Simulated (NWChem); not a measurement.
System: C₃H₅Cl; SMILES C=C(C)Cl

```xyz
9

C      1.3310    -0.9961     0.0000
C      0.1205    -0.4383     0.0000
C     -1.1879    -1.1531     0.0000
Cl    -0.0337     1.3012     0.0000
H      2.2407    -0.3938     0.0000
H      1.4252    -2.0845     0.0000
H     -1.7806    -0.8762     0.8860
H     -1.0350    -2.2412     0.0000
H     -1.7806    -0.8762    -0.8860
```
Atoms are numbered in this order, from 1.

Level: PBE0/def2-SVP (NWChem), optimised geometry, unscaled harmonic frequencies. 

List the harmonic frequencies with IR intensities, and the thermochemistry.


| frequency (cm⁻¹) | IR intensity (km/mol) |
|---|---|
| 209 | 0.8 |
| 350 | 1.5 |
| 401 | 1.0 |
| 457 | 6.7 |
| 662 | 30.7 |
| 711 | 0.0 |
| 899 | 44.7 |
| 935 | 1.7 |
| 1005 | 1.6 |
| 1055 | 0.5 |
| 1201 | 64.1 |
| 1376 | 8.6 |
| 1409 | 4.1 |
| 1439 | 12.5 |
| 1454 | 12.1 |
| 1739 | 52.1 |
| 3059 | 9.1 |
| 3147 | 3.7 |
| 3176 | 6.0 |
| 3183 | 1.0 |
| 3292 | 0.5 |

```yaml
zero_point_energy: 44.5 kcal/mol
thermal correction to the enthalpy at 298.15 K (with zero-point energy): 48.1 kcal/mol
heat capacity Cv: 16.2 cal/(mol K)
entropy at 298.15 K and 1 atm (symmetry number 1): 70.2 cal/(mol K)
dipole_moment: 1.53 D
```

Rigid rotor and harmonic oscillator.
